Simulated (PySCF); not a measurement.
Te: ionisation energy

Te [Kr] 4d10 5s2 5p4 (3P) → Te⁺ [Kr] 4d10 5s2 5p3 (4S), as a difference of total energies. All numbers are calculated (PySCF 2.14, the spin-free X2C one-electron Hamiltonian (Gaussian nucleus), in aug-cc-pVTZ-DK3 (8s7p5d2f, 68 functions)). Correlated levels: valence: [Kr] 4d10 frozen. The calculations carry no spin-orbit coupling.

```tsv
method	ionisation energy (eV)
UHF	7.726
LDA	9.004
PBE	8.727
PBE0	8.726
r2SCAN	8.735
PW91	8.789
BP86	8.916
M06-L	8.593
MP2 (valence)	8.351
SCS-MP2 (valence)	8.411
```

**Question.** How much does correlation contribute at MP2 (valence)?

**Answer.** 8.351 − (7.726) = 0.625 eV, measured against UHF.

A first-order spin-orbit estimate (lowest level to lowest level, LS coupling) adds 0.235 eV.

Errors of the correlated levels include the incompleteness of this basis and the frozen core.

For comparison: 9.010 eV (measured; NIST Atomic Spectra Database, ionization energies).
